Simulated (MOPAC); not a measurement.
Input file for MOPAC: AM1 on InP, 2S+1 = 3, a spin state set in the input, which need not be the lowest, a point of a bond scan (R = 2.654 Å).

```
AM1 1SCF PRECISE CHARGE=0 UHF MS=1 THREADS=1
InP

P      0.00000000 1     0.00000000 1     0.00000000 1
In     0.00000000 1     0.00000000 1     2.65444300 1
```

Program output:

```
*******************************************************************************
 **                                                                           **
 **                              MOPAC v23.2.5                                **
 **                                                                           **
 *******************************************************************************
 ** MOPAC's Digital Object Identifier: https://doi.org/10.5281/zenodo.6511958 **
 **                                                                           **
 ** Please cite the open-source release paper for use of this MOPAC version:  **
 ** J. E. Moussa and J. J. P. Stewart (2026)                                  **
 ** MOPAC: An open-source semiempirical molecular orbital program             **
 ** J. Open Source Softw., 11(119), 8025, https://doi.org/10.21105/joss.08025 **
 *******************************************************************************

                              AM1 CALCULATION RESULTS

 *******************************************************************************
 *  AM1        - The AM1 Hamiltonian to be used
 *  UHF        - UNRESTRICTED HARTREE-FOCK CALCULATION
 *
 *
 *
 *                 CHARGE ON SYSTEM = 0
 *
 *
 *
 *  MS=        - IN MECI, MAGNETIC COMPONENT OF SPIN =  1.0
 *  PRECISE    - TIGHTER CRITERIA TO BE USED
 *  1SCF       - DO 1 SCF AND THEN STOP
 *  THREADS=1  - MULTI-THREADING NOT USED
 *  T=         - A TIME OF 172800.0 SECONDS REQUESTED
 *  DUMP=N     - RESTART FILE WRITTEN EVERY 7200.0 SECONDS REQUESTED
 *******************************************************************************
AM1 1SCF PRECISE CHARGE=0 UHF MS=1 THREADS=1
 InP

   ATOM   CHEMICAL          X               Y               Z
  NUMBER   SYMBOL      (ANGSTROMS)     (ANGSTROMS)     (ANGSTROMS)

     1       P          0.00000000  *   0.00000000  *   0.00000000  *
     2      In          0.00000000  *   0.00000000  *   2.65444300  *



          CARTESIAN COORDINATES

    NO.       ATOM           X           Y           Z

     1         P          0.0000      0.0000      0.0000
     2        In          0.0000      0.0000      2.6544

  P: (AM1): M.J.S.DEWAR, JIE, C, THEOCHEM, 187, 1 (1989)
 In: (AM1): J. J. P. STEWART, J. MOL. MOD., 10, 155-164 (2004)

           Empirical Formula: P In  =     2 atoms



      MOLECULAR POINT GROUP   :   C*v


          UHF CALCULATION, NO. OF ALPHA ELECTRONS =    5
                           NO. OF BETA  ELECTRONS =    3

 -------------------------------------------------------------------------------
 AM1 1SCF PRECISE CHARGE=0 UHF MS=1 THREADS=1
 InP



     1SCF WAS SPECIFIED, SO BFGS WAS NOT USED
     SCF FIELD WAS ACHIEVED


                              AM1 CALCULATION
                                                       MOPAC v23.2.5 Linux




          FINAL HEAT OF FORMATION =         81.74508 KCAL/MOL =     342.02142 KJ/MOL


          COSMO AREA              =         95.34 SQUARE ANGSTROMS
          COSMO VOLUME            =         80.10 CUBIC ANGSTROMS

          IONIZATION POTENTIAL    =          7.995549 EV
          ALPHA SOMO LUMO (EV)    =         -8.551 -1.090
          BETA  SOMO LUMO (EV)    =         -7.996 -1.593
          NO. OF ALPHA ELECTRONS  =          5
          NO. OF BETA  ELECTRONS  =          3
          MOLECULAR WEIGHT        =        145.7938         POINT GROUP:  C*v

          MOLECULAR DIMENSIONS (Angstroms)

            Atom       Atom       Distance
           In     2    P     1     2.65444
           In     2    P     1     0.00000
            P     1   In     2     0.00000


          SCF CALCULATIONS        =          1





   ATOM   CHEMICAL          X               Y               Z
  NUMBER   SYMBOL      (ANGSTROMS)     (ANGSTROMS)     (ANGSTROMS)

     1       P          0.00000000  *   0.00000000  *   0.00000000  *
     2      In          0.00000000  *   0.00000000  *   2.65444300  *

                             CARTESIAN COORDINATES

   1    P        0.000000000     0.000000000     0.000000000
   2   In        0.000000000     0.000000000     2.654443000


           Empirical Formula: P In  =     2 atoms



      MOLECULAR POINT GROUP   :   C*v


          ALPHA EIGENVALUES
 -18.05138 -13.44150  -9.05766  -9.05766  -8.55069  -1.09024  -1.09024   0.19507


           BETA EIGENVALUES
 -16.74259 -13.17421  -7.99555  -1.59327  -1.59327  -0.44595  -0.44595   0.34388


              NET ATOMIC CHARGES AND DIPOLE CONTRIBUTIONS

  ATOM NO.   TYPE          CHARGE      No. of ELECS.   s-Pop       p-Pop
    1          P          -0.554569        5.5546     1.96465     3.58992
    2         In           0.554569        2.4454     1.95560     0.48983
 DIPOLE           X         Y         Z       TOTAL
 POINT-CHG.     0.000     0.000     7.071     7.071
 HYBRID         0.000     0.000    -1.811     1.811
 SUM            0.000     0.000     5.259     5.259


          ATOMIC ORBITAL ELECTRON POPULATIONS

     Atom    s        px        py        pz
    1  P   1.96465   0.97544   0.97544   1.63903
    2 In   1.95560   0.02456   0.02456   0.44072


                    (SZ)    =    1.000000
                    (S**2)  =    2.006301


          ATOMIC ORBITAL SPIN POPULATIONS

    Atom   Total    s     px     py     pz
         Atomic
    1  P  2.0112  0.002  0.975  0.975  0.058
    2 In -0.0112  0.004  0.025  0.025 -0.064

 **********************
 *                    *
 * JOB ENDED NORMALLY *
 *                    *
 **********************




 == MOPAC DONE ==
```

The run finished.

Cost: very roughly 0.04 core-seconds.
